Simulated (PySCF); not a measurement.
# Radial density of Sr (strontium, neutral)

UHF, [Kr] 5s2, closed-shell 1S. Computed with PySCF 2.14 in aug-cc-pVDZ-X2C (7s6p4d, 45 functions), with scalar relativity by spin-free X2C-1e.

```csv
r (bohr),4πr²ρ (e/bohr)
0.0286,47.60
0.0481,40.36
0.0809,46.61
0.136,56.44
0.229,34.25
0.385,41.58
0.648,20.39
1.09,7.575
1.83,3.981
3.08,0.7492
5.19,0.3819
8.72,0.03700
14.7,0.0001437
```

Densities and radii are taken from the X2C orbitals without a picture-change correction, which distorts them close to the nucleus.
